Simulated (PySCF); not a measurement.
Isomers of C5H4F2, one GFN2-xTB conformer each. Single-point energies are computed at PBE0/pcSseg-1 (PySCF, gas phase, no added dispersion term), electronic only.

Question: Rank them by PBE0/pcSseg-1 energy, lowest first (kJ/mol).
A. `C/C(F)=C1C=C/1F`
B. `C1(=C(CC=C1)F)F`
C. `[CH2:1]=[C:2]=[C:3]=[CH:4][CH:5]([F:6])[F:7]` with C3–C4–C5–F6 129°
D. `C#C[C@@]1(F)C[C@@H]1F`

Answer: B (0.0), C (125.2), D (192.1), A (225.5).

As drawn, the highest has a three-membered ring, which the lowest lacks. GFN2-xTB itself gives, in the same order: 0.0, 172.5, 171.6, 230.4. Both levels put the same isomer lowest; measured from each level's own lowest isomer, the values differ by up to 47.3 kJ/mol (C=C=C=CC(F)F: 172.5 against 125.2).

Question: Which frontier levels, dipoles and rotational constants go with these structures?

Answer: 
```json
{"SMILES": "FC1=C(F)CC=C1", "HOMO (eV, PBE0/pcSseg-1)": "-6.50", "LUMO (eV)": "-0.81", "dipole (D)": "2.65", "A, B, C (MHz)": "3572, 3193, 1703"}
{"SMILES": "C=C=C=CC(F)F", "HOMO (eV, PBE0/pcSseg-1)": "-7.64", "LUMO (eV)": "-2.19", "dipole (D)": "2.93", "A, B, C (MHz)": "8125, 1083, 1023"}
{"SMILES": "C#C[C@@]1(F)C[C@@H]1F", "HOMO (eV, PBE0/pcSseg-1)": "-7.76", "LUMO (eV)": "-0.08", "dipole (D)": "2.82", "A, B, C (MHz)": "4991, 1901, 1727"}
{"SMILES": "C/C(F)=C1C=C/1F", "HOMO (eV, PBE0/pcSseg-1)": "-5.97", "LUMO (eV)": "-0.31", "dipole (D)": "1.58", "A, B, C (MHz)": "5399, 1623, 1258"}
```
